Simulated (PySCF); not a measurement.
InF⁺: from constants to spectrum

PBE0 constants of InF⁺, ²Σ⁺ (doublet), unpaired electrons σ ↑ (basis In cc-pVTZ-PP with ECP28, F cc-pVTZ; scalar-relativistic core potentials; PySCF 2.14; masses 114.9039 and 18.9984 u):

```
ωe              : 563.7 cm⁻¹
ωexe            : 6.18 cm⁻¹
Be              : 0.27808 cm⁻¹
αe              : 0.00275 cm⁻¹
D (centrifugal) : 2.71e-07 cm⁻¹
De to In⁺ + F   : 1.10 eV
```

**Question.** Give the vibrational terms G(v) and spacings up to v = 6.

**Answer.** G(v) = ωe(v+½) − ωexe(v+½)².

```json
{"v": "0", "G(v) (cm⁻¹)": "280.3", "G(v) − G(v−1)": "", "Bv (cm⁻¹)": "0.2767"}
{"v": "1", "G(v) (cm⁻¹)": "831.6", "G(v) − G(v−1)": "551.3", "Bv (cm⁻¹)": "0.2740"}
{"v": "2", "G(v) (cm⁻¹)": "1370.6", "G(v) − G(v−1)": "539.0", "Bv (cm⁻¹)": "0.2712"}
{"v": "3", "G(v) (cm⁻¹)": "1897.2", "G(v) − G(v−1)": "526.6", "Bv (cm⁻¹)": "0.2685"}
{"v": "4", "G(v) (cm⁻¹)": "2411.5", "G(v) − G(v−1)": "514.3", "Bv (cm⁻¹)": "0.2657"}
{"v": "5", "G(v) (cm⁻¹)": "2913.4", "G(v) − G(v−1)": "501.9", "Bv (cm⁻¹)": "0.2630"}
{"v": "6", "G(v) (cm⁻¹)": "3402.9", "G(v) − G(v−1)": "489.5", "Bv (cm⁻¹)": "0.2602"}
```

**Question.** How well does the Morse estimate ωe²/(4ωexe) reproduce De, and what is D0?

**Answer.** It gives 1.59 eV, 145 % of the computed De. D0 = De − G(0) = 1.10 − 0.03 = 1.07 eV.

Spin–orbit coupling is left out, which matters for elements this heavy, above all for dissociation energies. For an ion De counts to the pair picked by the measured ionisation energies or electron affinities, which need not be the lowest pair at this level. The state was picked by a PBE0 search and need not be the measured ground state.
